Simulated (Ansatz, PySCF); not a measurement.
This PySCF input computes a CCSD(T)/cc-pVDZ energy:

```python
from pyscf import gto, scf, mp, cc as ccmod

mol = gto.M(
    atom='''
    C     0.03298780    0.00617551   -0.64515009
    N    -0.03068425   -0.00588839    0.58046353
    H     0.91618859    0.29402212   -1.22721340
    H    -0.89932567   -0.28985645    1.03486925
    ''',
    basis='cc-pvdz',
    charge=0,
    spin=1,
    verbose=4,
)

mf = scf.UHF(mol)
mf.conv_tol = 1e-10
mf.max_cycle = 100
mf.kernel()
mo, _, stable, _ = mf.stability(return_status=True)
if not stable:
    mf.kernel(mf.make_rdm1(mo, mf.mo_occ))
mp2 = mp.MP2(mf, frozen=2).run()
cc = ccmod.CCSD(mf, frozen=2)
cc.max_cycle = 100
cc.kernel()
et = cc.ccsd_t()
print(f'E(CCSD(T)) = {cc.e_tot + et:.9f}')
```

Task: Write an input for the same energy in Ansatz (an electronic-structure program) and say what it gives.

Result: 
Ansatz 0.2 input:
```yaml
crystal:
  periodic: [false, false, false]
  atoms:
    - {symbol: C, position_ang: [0.03298780, 0.00617551, -0.64515009]}
    - {symbol: N, position_ang: [-0.03068425, -0.00588839, 0.58046353]}
    - {symbol: H, position_ang: [0.91618859, 0.29402212, -1.22721340]}
    - {symbol: H, position_ang: [-0.89932567, -0.28985645, 1.03486925]}
basis:
  gaussian:
    orbitals: cc-pVDZ
magnetization: {spin_polarized: true, initial_magnetization: 1}
correlation: {method: ccsd_t, electrons: outside_noble_gas}
```
It gives -93.71623 Eh, and PySCF -93.71623 Eh, a difference of 0.00 mEh.

It need not be the lowest isomer of its formula.
